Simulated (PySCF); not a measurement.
Numbering as in the mapped SMILES `[CH2:1]=[CH:2][Si:3]([CH3:4])([CH3:5])[CH3:6]` (H(Xn): hydrogen on atom n). Ha(C1) is cis to Si3; Hb(C1) is trans to Si3.

GIAO shifts from PySCF on PBE0-D3(BJ)/def2-SVP geometries (one conformer, non-relativistic, equivalent nuclei averaged), against TMS at the same level and in the same medium; PCM means IEF-PCM chloroform.

Measured (solution, not stated per compound (mostly CDCl3 or CCl4); Pretsch, Buehlmann, Badertscher, Structure Determination of Organic Compounds, 4th ed. (2009)): H(C2) 6.11, Hb(C1) 5.88, Ha(C1) 5.63 ppm.

Which unscaled values do CAM-B3LYP/pcSseg-1, gas; PBE0/pcSseg-1, PCM; WP04/pcSseg-1, PCM; wB97X-D/pcSseg-1, PCM give, and how close are they?

Results:


```tsv
atoms	measured	CAM-B3LYP/pcSseg-1, gas	PBE0/pcSseg-1, PCM	WP04/pcSseg-1, PCM	wB97X-D/pcSseg-1, PCM
H(C2)	6.11	6.30	6.50	6.01	6.44
Hb(C1)	5.88	6.08	6.26	5.83	6.23
Ha(C1)	5.63	5.87	6.03	5.63	6.03
```

Mean absolute error for ¹H: CAM-B3LYP/pcSseg-1, gas 0.21, PBE0/pcSseg-1, PCM 0.39, WP04/pcSseg-1, PCM 0.05, wB97X-D/pcSseg-1, PCM 0.36 ppm.
